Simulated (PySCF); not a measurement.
Job file and geometry (Å, from PBE0-D3(BJ)/def2-SVP) of an NMR shielding run on SMILES O=C(O)[SiH]1C[SiH2]C1, C3H8O2Si2, PySCF, GIAO PBE0/pcSseg-1 NMR shielding, non-relativistic, gas phase; density fitting, a coarse starting grid and PySCF grid level 2 are the driver's defaults:

```
$ OMP_NUM_THREADS=1 python probes_run.py task.json out

{"job": {"kind": "nmr", "xc": "PBE0", "basis": "pcSseg-1"}, "charge": 0, "multiplicity": 1}
O      1.776264    -0.079452     1.413782
C      1.811587     0.451824     0.330030
O      2.924001     1.012756    -0.158518
Si     0.240719     0.512666    -0.777904
C     -1.191660     1.018893     0.355455
Si    -1.558984    -0.843225     0.569524
C     -0.409450    -1.264762    -0.897179
H      3.617708     0.889149     0.514296
H      0.478078     1.280336    -2.036518
H     -1.999892     1.529824    -0.193041
H     -0.943957     1.606012     1.250808
H     -2.992573    -1.217180     0.354916
H     -1.094833    -1.399766     1.870895
H      0.312917    -2.084616    -0.780908
H     -0.985588    -1.429819    -1.822748
```

Task: Write the output of this run.

Result: 
```
coarse grid: 13640 points
cycle   1  E = -847.7531742860  dE =  8.869e-01  |g| = 9.607e-01  |ddm| = 3.573e+00
cycle   2  E = -847.3656022199  dE =  3.876e-01  |g| = 1.701e+00  |ddm| = 1.759e+00
cycle   3  E = -847.9131648557  dE = -5.476e-01  |g| = 3.475e-01  |ddm| = 1.287e+00
cycle   4  E = -847.9352904705  dE = -2.213e-02  |g| = 7.927e-02  |ddm| = 2.492e-01
cycle   5  E = -847.9362942750  dE = -1.004e-03  |g| = 2.258e-02  |ddm| = 5.383e-02
cycle   6  E = -847.9363970260  dE = -1.028e-04  |g| = 6.611e-03  |ddm| = 2.209e-02
cycle   7  E = -847.9364072247  dE = -1.020e-05  |g| = 1.646e-03  |ddm| = 7.281e-03
cycle   8  E = -847.9364078387  dE = -6.141e-07  |g| = 4.251e-04  |ddm| = 1.950e-03
final grid: 122872 points
cycle   9  E = -847.9970835666  dE = -1.401e-05  |g| = 1.129e-02  |ddm| = 2.323e-02
cycle  10  E = -847.9970406890  dE =  4.288e-05  |g| = 1.884e-02  |ddm| = 1.871e-02
cycle  11  E = -847.9971067803  dE = -6.609e-05  |g| = 2.634e-03  |ddm| = 1.199e-02
cycle  12  E = -847.9971081028  dE = -1.322e-06  |g| = 2.950e-04  |ddm| = 1.781e-03
cycle  13  E = -847.9971081158  dE = -1.301e-08  |g| = 1.130e-04  |ddm| = 2.660e-04
cycle  14  E = -847.9971081186  dE = -2.764e-09  |g| = 3.076e-05  |ddm| = 1.235e-04
cycle  15  E = -847.9971081188  dE = -2.083e-10  |g| = 7.652e-06  |ddm| = 3.386e-05
converged SCF energy = -847.9971081188

GIAO shielding tensors (ppm)
atom      isotropic    diamagn.    paramagn.     s11        s22        s33       span
  0 O     -157.983     403.653    -561.636   -461.704   -253.983    241.736    703.440
  1 C       -4.256     258.780    -263.036   -110.481     17.614     80.100    190.581
  2 O       92.104     390.886    -298.782    -88.270    133.697    230.884    319.154
  3 Si     370.302     881.088    -510.785    343.268    369.630    398.009     54.741
  4 C      189.513     258.500     -68.987    180.341    188.515    199.683     19.342
  5 Si     376.852     879.840    -502.988    342.056    363.057    425.442     83.386
  6 C      189.447     258.355     -68.908    179.645    188.946    199.750     20.105
  7 H       25.001      29.603      -4.601     19.040     23.342     32.621     13.581
  8 H       25.856      28.723      -2.868     22.646     23.465     31.455      8.809
  9 H       30.749      30.541       0.208     26.913     27.598     37.737     10.824
 10 H       30.819      31.301      -0.482     26.280     27.886     38.292     12.012
 11 H       26.216      28.500      -2.283     22.724     24.044     31.882      9.158
 12 H       26.057      29.154      -3.097     23.599     23.922     30.650      7.052
 13 H       30.868      31.266      -0.398     26.349     27.850     38.404     12.054
 14 H       30.718      30.542       0.176     26.891     27.612     37.651     10.761
```

Size and cost of the density-fitted run: 173 basis functions, 47 s wall time on 1 thread of an Arm Neoverse N1, shared host; peak memory 0.83 GiB.
